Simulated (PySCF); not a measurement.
# Ionisation energy of Cl+ by level of theory

Cl+ [Ne] 3s2 3p4 (3P) → Cl(2+) [Ne] 3s2 3p3 (4S), as a difference of total energies. All numbers are calculated (PySCF 2.14, no relativity, point nucleus, in aug-cc-pV(Q+d)Z with one added diffuse shell each of s, p, d, f, g type (8s7p6d4f3g, 114 functions)). Correlated levels: valence: [Ne] frozen. The calculations carry no spin-orbit coupling.

Question: Order these methods by the ionisation energy they give, lowest first.
A. r2SCANh
B. M06-L
C. SCS-MP2 (valence)
D. UHF

Answer: D (22.597 eV), C (23.606 eV), B (23.709 eV), A (23.803 eV).

Errors of the correlated levels include the incompleteness of this basis and the frozen core.

For comparison: 23.771 eV (measured; NIST levels, between the centres of gravity of the two terms).
